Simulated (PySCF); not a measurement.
**C₂H₅O, SMILES `[CH2]CO` (H–C–C–O torsion 36°, C–C–O–H torsion 53°) (charge 0, multiplicity 2)**

Computed with PBE0-D4/def2-TZVP (PySCF 2.14.0).

The highest occupied spin orbital is -6.37 eV. The dipole moment is 1.52 D. The total energy is -154.2551 Ha. The cost is roughly 100 core-seconds.

```xyz
8

C      0.9519    -0.3048     0.1066
C     -0.2864     0.4768    -0.0844
O     -1.4097    -0.3257    -0.3921
H      1.1261    -1.1844    -0.5018
H      1.7572     0.0688     0.7263
H     -0.1860     1.1655    -0.9360
H     -0.4774     1.1083     0.7962
H     -1.4757    -1.0045     0.2851
```
Charge 0, spin multiplicity 2.
